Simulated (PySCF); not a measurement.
## Exercise with solution: chemical shift, span and skew from a shielding tensor

Ge(F)(Cl)2(Me) (CH3Cl2FGe), SMILES [Cl][Ge]([F])([Cl])[CH3]. Atoms are numbered in the order given.

```xyz
8

C     -1.0637    -1.8359     0.0000
Ge     0.0625    -0.2646     0.0000
F      1.7351    -0.7342     0.0000
Cl    -0.2181     0.9550     1.7518
Cl    -0.2181     0.9550    -1.7518
H     -0.8507    -2.4288    -0.9005
H     -2.1171    -1.5235     0.0000
H     -0.8507    -2.4288     0.9005
```
Charge 0, spin multiplicity 1.

Coordinates come from a B3LYP-D3(BJ)/def2-SVP optimisation. The structure was generated by enumeration, and PubChem lists no compound with its InChIKey, so it may never have been made.

GIAO shieldings from KT2/pcSseg-1 in PySCF, non-relativistic, no solvent. The symmetric part of the tensor of F3 has the principal values 175.7, 243.1, 327.8 ppm. The same nucleus in CFCl3 has σ = 127.1 ppm at this level (PySCF, at its B3LYP-D3(BJ)/def2-TZVP geometry). Without spin–orbit terms, shifts of atoms bonded to Cl or Br come out too high.

**Question.** Work out the isotropic shielding, the ¹⁹F shift against CFCl3, the span and the skew.

**Answer.** 
σ(iso) = (σ11 + σ22 + σ33)/3 = 248.9 ppm. δ = σ(ref) − σ(iso) = 127.1 − (248.9) = -121.8 ppm.
Span Ω = σ33 − σ11 = 152.1 ppm. Skew κ = 3(σ(iso) − σ22)/Ω = 0.11. Tumbling in solution averages the tensor to δ; in a static solid the shielding alone would spread this spin-1/2 line over Ω.
